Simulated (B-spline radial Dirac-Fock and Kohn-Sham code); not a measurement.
# K-line shifts caused by a second vacancy in V⁵⁺

System: the V⁵⁺ ion in the configuration [Ne] 3s2 3p6, inside a Watson sphere of charge -5 and radius 1.8 Å (a model of the Madelung potential; inside it an electron's potential energy is raised by 40.0 eV).

The run's input, task.json:

```json
{"items": [{
  "Z": 23,
  "q": 5,
  "cfg": [[1, 0, 2], [2, 0, 2], [2, 1, 6], [3, 0, 2], [3, 1, 6]],
  "A": 51,
  "rrms": 3.6002,
  "watson": [-5, 1.8],
  "do": ["binding", "quiet", "double"]
}]}
```

Run with: `python xray_run.py task.json out`

These are calculated numbers from a radial B-spline solver; the model is multi-electron Dirac-Fock with separately optimised hole states, Breit and Lamb-shift corrections added in first order. Each two-hole energy is an average over J within one jj subconfiguration, not an observable level; in light atoms, where LS coupling holds, the j-resolved values are not observed lines, and for a K spectator the Kα1 hypersatellite is nearly forbidden. Correlation and solid-state effects are left out.

Lines without a spectator: Kα2 (K-L2) 4941.5 eV, Kα1 (K-L3) 4948.5 eV, Kβ3 (K-M2) 5436.7 eV, Kβ1 (K-M3) 5437.7 eV. Shifts in eV with one spectator hole (a dash: not computed, or left out as unreliable):

| spectator hole | Kα2 | Kα1 | Kβ3 | Kβ1 |
| --- | --- | --- | --- | --- |
| L2 (2p1/2) | +20.89 | +25.68 | – | +64.2 |
| L3 (2p3/2) | +24.31 | +23.16 | +62.7 | – |
| M2 (3p1/2) | – | +2.05 | +7.69 | +9.15 |
| M3 (3p3/2) | +1.91 | – | +8.89 | +8.49 |

Q: Where does the K-L3 hypersatellite lie, emitted when both K electrons are missing?

A: +239.8 eV from the normal line, at 5188.3 eV. Removing both K electrons costs 11382.1 eV, which is 332.8 eV more than twice the K binding energy. In light atoms the observed hypersatellite is the ¹S₀ → ¹P₁ component, which lies below this average, and the triplet component is nearly forbidden.

With n spectator holes in 2p, averaged over the 2p shell (energies in eV):

| n | KαLⁿ | step | hypersatellite KαʰLⁿ |
| --- | --- | --- | --- |
| 0 | 4946.1 | – | 5185.5 |
| 1 | 4970.1 | +24.0 | 5210.9 |
| 2 | 4995.5 | +25.4 | 5237.7 |
| 3 | 5022.3 | +26.8 | 5265.8 |
| 4 | 5050.4 | +28.2 | 5295.3 |
| 5 | 5080.0 | +29.5 | 5326.1 |
